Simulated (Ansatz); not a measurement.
Basis-set extrapolation for C$_{4}$H$_{8}$O$_{3}$ (`COCOC(C)=O`) (PBE0-D4/def2-TZVP geometry, frozen core, the Gaussian-basis code of Ansatz). Multiplicity 1, RHF reference.

|  | def2-TZVPP | def2-QZVPP |
| --- | --- | --- |
| HF | -380.879327 | -380.896906 |
| MP2 correlation | -1.369874 | -1.469370 |
| CCSD(T) correlation | -1.464054 | not run |

Energies in hartree. Use E(X) = E(∞) + A·exp(−7.88·√X) for Hartree–Fock and E(X) = E(∞) + B·X^(−2.97) for correlation, with X = 3 and 4, and add CCSD(T) minus MP2 of the smaller set to the MP2 limit.

Question: What is the CCSD(T) energy at the basis-set limit?

Answer: HF limit: -380.896906 + (-0.017579) × 0.13774 = -380.89933. MP2 limit: -1.469370 + (-0.099496) × 0.74074 = -1.54307. Higher-order term: -1.464054 − (-1.369874) = -0.09418. Total: -382.53658 hartree, 507.2 kJ/mol below CCSD(T)/def2-TZVPP.
